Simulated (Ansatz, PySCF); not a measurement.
C2H2 (SMILES C#C) and C2H6 (SMILES CC) are pulled apart as rigid monomers along the line of their centres of mass, from the B3LYP-D3(BJ)/def2-TZVP minimum. Starting geometry (charge 0, multiplicity 1):
```xyz
12

C      0.42230    -0.24328    -0.58114
C     -0.33587     0.00521     0.31109
H      1.09553    -0.46376    -1.37326
H     -1.00566     0.22474     1.10642
C     -0.75665     0.26140     3.97730
C      0.71476    -0.14237     3.95385
H     -0.91905     1.20310     3.44757
H     -1.11756     0.39779     4.99852
H     -1.38544    -0.50029     3.51017
H      1.07346    -0.27796     2.93215
H      0.87474    -1.08078     4.48825
H      1.33989     0.61779     4.42624
```

Interaction energies with rigid monomers; basis-set methods are counterpoise corrected unless marked otherwise.

Frozen-core correlation. Rows in 6-31G* carry no dispersion term and start afresh at each structure (6-31G* with six Cartesian d functions). MP2/6-31G* freezes PySCF's default core.

Run with Ansatz (a first-principles code) with Gaussian orbitals; PySCF for 6-31G* rows, the dispersion terms. Values without a source in brackets are computed.

```json
[
 {"H4···C5 (Å)": "2.60", "HF/6-31G* (kcal/mol)": "1.89", "PBE0-D3(BJ)/def2-TZVPPD (kcal/mol)": "-0.83", "MP2/6-31G* (no counterpoise) (kcal/mol)": "-0.33", "CCSD/aug-cc-pVDZ (kcal/mol)": "0.11", "CCSD(T)/aug-cc-pVDZ (kcal/mol)": "___"},
 {"H4···C5 (Å)": "2.88", "HF/6-31G* (kcal/mol)": "0.59", "PBE0-D3(BJ)/def2-TZVPPD (kcal/mol)": "-1.17", "MP2/6-31G* (no counterpoise) (kcal/mol)": "-0.85", "CCSD/aug-cc-pVDZ (kcal/mol)": "-0.58", "CCSD(T)/aug-cc-pVDZ (kcal/mol)": "-0.78"},
 {"H4···C5 (Å)": "3.31", "HF/6-31G* (kcal/mol)": "0.04", "PBE0-D3(BJ)/def2-TZVPPD (kcal/mol)": "-0.96", "MP2/6-31G* (no counterpoise) (kcal/mol)": "-0.72", "CCSD/aug-cc-pVDZ (kcal/mol)": "-0.59", "CCSD(T)/aug-cc-pVDZ (kcal/mol)": "-0.70"},
 {"H4···C5 (Å)": "4.03", "HF/6-31G* (kcal/mol)": "-0.05", "PBE0-D3(BJ)/def2-TZVPPD (kcal/mol)": "___", "MP2/6-31G* (no counterpoise) (kcal/mol)": "-0.30", "CCSD/aug-cc-pVDZ (kcal/mol)": "-0.28", "CCSD(T)/aug-cc-pVDZ (kcal/mol)": "-0.32"},
 {"H4···C5 (Å)": "5.18", "HF/6-31G* (kcal/mol)": "-0.01", "PBE0-D3(BJ)/def2-TZVPPD (kcal/mol)": "-0.11", "MP2/6-31G* (no counterpoise) (kcal/mol)": "-0.06", "CCSD/aug-cc-pVDZ (kcal/mol)": "-0.08", "CCSD(T)/aug-cc-pVDZ (kcal/mol)": "-0.09"}
]
```

### Question
Fill in the missing entries.

### Answer

- 4.03, PBE0-D3(BJ)/def2-TZVPPD (kcal/mol): -0.44
- 2.60, CCSD(T)/aug-cc-pVDZ (kcal/mol): -0.20
